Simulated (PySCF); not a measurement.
B3LYP has the VWN-RPA correlation part, as in Gaussian. 

Z-matrix (Å, degrees):
```
C
H 1 1.0904
C 1 1.5245 2 112.75
H 3 1.0922 1 111.40 2 -180.00
H 3 1.0929 4 107.18 1 -122.16
H 3 1.0929 4 107.18 5 -115.68
Si 1 1.9081 2 111.56 3 -140.55
H 7 1.4780 1 117.43 2 6.63
H 7 1.4786 8 112.79 1 -137.79
Si 1 1.9082 2 111.56 3 140.55
H 10 1.4780 1 117.43 2 -6.63
H 10 1.4786 11 112.79 1 137.79
```
Charge 0, multiplicity 1.

### Question
What is the computed total energy, HOMO–LUMO gap, dipole moment, LUMO and HOMO (B3LYP-D3(BJ)/def2-TZVP run with PySCF 2.14.0)?

### Answer

- total energy: -660.0748 Ha
- HOMO–LUMO gap: 6.06 eV
- dipole moment: 0.55 D
- LUMO: -0.36 eV
- HOMO: -6.43 eV
